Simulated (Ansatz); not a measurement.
Geometry optimisation, RKS PBE0-D4/STO-3G in Ansatz 0.2.0.

Input file:

```yaml
crystal:
  periodic: [false, false, false]
  atoms:
    - { symbol: B, position_ang: [0.0, 0.0, 0.0] }
    - { symbol: C, position_ang: [0.0, 0.0, 1.6] }
    - { symbol: H, position_ang: [-0.9996, -0.3092, 1.9705] }
    - { symbol: H, position_ang: [0.7676, -0.7111, 1.9705] }
    - { symbol: H, position_ang: [0.232, 1.0203, 1.9705] }
    - { symbol: C, position_ang: [1.3856, 0.0, -0.8] }
    - { symbol: H, position_ang: [1.7152, -1.0462, -0.9702] }
    - { symbol: H, position_ang: [1.2491, 0.508, -1.7774] }
    - { symbol: H, position_ang: [2.1552, 0.5381, -0.2082] }
    - { symbol: F, position_ang: [-1.1431, 0.0, -0.66] }
basis:
  gaussian: { orbitals: STO-3G }
hamiltonian:
  xc: pbe0
  dispersion: d4
relax:
  f_tol: 0.02
  max_steps: 40
output:
  orbitals: {}
```

Launched with:

```bash
$ ansatz run input.yaml --threads 1 --pin off --max-ram 2048MiB --backend cpu --events-out ev --progress --plain --runs-dir out
```

Q: Where does it end, and by what steps?

A: The forces met the threshold. The force dipped under the threshold on the way, but the program's further checks kept it going. Limits of this set-up: minimal basis. After 17 steps the energy has fallen by 0.075 eV; H9 moved furthest, 0.42 Å.

```csv
step,energy less start (eV),largest force component (eV/Å),accepted
0,0.0000,0.591,yes
1,-0.0644,0.165,yes
2,-0.0696,0.046,yes
3,-0.0711,0.136,yes
4,-0.0699,0.317,no
5,-0.0704,0.437,no
6,-0.0720,0.069,yes
7,-0.0727,0.179,yes
8,-0.0733,0.114,yes
9,-0.0742,0.003,yes
10,-0.0745,0.026,yes
11,-0.0747,0.044,yes
12,-0.0749,0.031,yes
13,-0.0751,0.013,yes
14,-0.0752,0.017,yes
15,-0.0752,0.026,yes
16,-0.0753,0.021,yes
17,-0.0753,0.008,yes
```

```xyz
10
Properties=species:S:1:pos:R:3
B -0.004 0.036 -0.002
C -0.019 -0.073 1.581
H -1.028 -0.139 2.003
H 0.548 -0.952 1.913
H 0.476 0.801 2.026
C 1.365 0.054 -0.804
H 1.915 -0.882 -0.637
H 1.234 0.179 -1.885
H 2.013 0.862 -0.443
F -1.139 0.113 -0.656
```

Whether the end is a true minimum wasn't checked by a vibrational analysis.

The run took 14 s on 1 thread of Intel(R) Xeon(R) 6975P-C (Granite Rapids) (shared host), peak memory 0.13 GiB.
